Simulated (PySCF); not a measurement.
Structure problem from calculated spectra and properties.

Formula: C5H11ClO2S.

* Triplet: lowest triplet excitation (Tamm–Dancoff): 4.77 eV [TDA CAM-B3LYP/def2-SVPD]
* Dipole: 4.75 D [CAM-B3LYP/def2-SVPD]
* NMR, other nuclei: isotropic shieldings of nuclei other than C and H, by class: -3 (2 O), 63 (1 S), 307 (1 Cl) ppm [GIAO B3LYP/pcSseg-1]
* UV, first state: lowest singlet excitation: 5.45 eV (228 nm, f = 0.004) [TDDFT CAM-B3LYP/def2-SVPD]
* Polarisability: 102.7 au [CAM-B3LYP/def2-SVPD]
* Rotational structure: rotational constants A, B, C: 1.721, 0.988, 0.878 GHz [PBE0-D3(BJ)/def2-SVP]
* 13C NMR: chemical shifts (computed TMS as zero) by class: 88.4 (1 C), 36.4 (1 C), 25.0 (2 C), 11.9 (1 C) ppm [GIAO B3LYP/pcSseg-1]

Electronic properties: PySCF, gas phase, density fitting. Levels stand in brackets. NMR shifts are as computed; neighbouring signals can stand in another order in a measured spectrum. Geometry: PBE0-D3(BJ)/def2-SVP, one conformer, isolated molecule. NMR values are class means; diastereotopic atoms form classes of their own.

Task: Propose a structure and show how it fits.

Result: Numbering: `[CH3:1][CH2:2][C:3]([CH3:4])([CH3:5])[S:6](=[O:7])(=[O:8])[Cl:9]`. 5 carbons fall into 4 classes; from least to most shielded: sp3 carbon bound to sulfur [C3] (88.4 ppm), chain CH2 carbon [C2] (36.4 ppm), methyl carbon [C4/C5] (25.0 ppm, 2 C, up to 7.2 ppm apart in this geometry), methyl carbon [C1] (11.9 ppm). The other shieldings belong to: -3 ppm, sulfonyl oxygen [O7/O8]; 63 ppm, sulfonyl sulfur [S6]; 307 ppm, chlorine bonded to S [Cl9]. The optimised geometry has point group C1 and is an asymmetric top. Structure: `CCC(C)(C)S(=O)(=O)Cl`. Computed isomers that give other values at the same levels: `CC(C)[C@@H](C)S(=O)(=O)Cl` (13C chemical shifts (computed TMS as zero) by class: 91.0 (1 C), 32.0 (1 C), 23.2 (1 C), 17.9 (1 C), 9.3 (1 C) ppm). The assignments are read from this structure; whether some other isomer fits the data as well wasn't checked.

The values belong to the conformer `[CH3:1][CH2:2][C:3]([CH3:4])([CH3:5])[S:6](=[O:7])(=[O:8])[Cl:9]`: C1–C2–C3–C4 -179°, C2–C3–S6–O7 -76°.
